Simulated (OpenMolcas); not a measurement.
# Ce3+: moving or changing the point charges

Ce3+ among 8 point charges of -1 e arranged as a square antiprism (D4d), 2.33 Å from the ion, with a polar angle of 56.7° against the regular 57.3°.
```
   1.7997    0.7455    1.2783  -1.00
  -0.7455    1.7997    1.2783  -1.00
  -1.7997   -0.7455    1.2783  -1.00
   0.7455   -1.7997    1.2783  -1.00
   1.7997   -0.7455   -1.2783  -1.00
   0.7455    1.7997   -1.2783  -1.00
  -1.7997    0.7455   -1.2783  -1.00
  -0.7455   -1.7997   -1.2783  -1.00
```

```
Program             : OpenMolcas
Method              : CASSCF
Basis               : ANO-RCC-VDZP [7s6p4d2f1g]
Scalar Hamiltonian  : DKH2, point nucleus
Active space        : 1 electron in 7 orbitals (4f)
State averaging     : 2S+1 = 2 odd, 7 roots
Spin-orbit coupling : RASSI with atomic mean-field integrals over the reference wave functions
```

Runs around this geometry, states. Energies in cm-1 above the lowest state or level, χT in cm3 K/mol.

```
R (Å)  q (e)  Ground state  First state of that spin  First gap with spin-orbit (degeneracies)  Width of lowest J  χT at 300 K
 2.33   -0.5      2S+1 = 2                      66.8                              227.9 (2, 2)                230        0.785
 2.33     -1      2S+1 = 2                     141.6                              440.7 (2, 2)                455        0.717
 2.43     -1      2S+1 = 2                     125.6                              373.7 (2, 2)                398        0.740
 2.75     -1      2S+1 = 2                      85.1                              226.4 (2, 2)                268        0.785
```

Taking the width of the lowest J multiplet as R^-n, n = -ln(268 / 455) / ln(2.75 / 2.33) = 3.2 between the shortest and longest distance.

Scaling the charges by -0.5 / -1 = 0.50 scales the width of the lowest J multiplet by 230 / 455 = 0.51; with fixed orbitals a first-order splitting would follow the charge.

Point charges carry no covalency, so the field is a model and not that of real ligands. An unlabelled pair can be two single states that coincide in this model. No measured value stands beside these numbers.

A state without a sure symmetry label is named by its multiplicity alone.
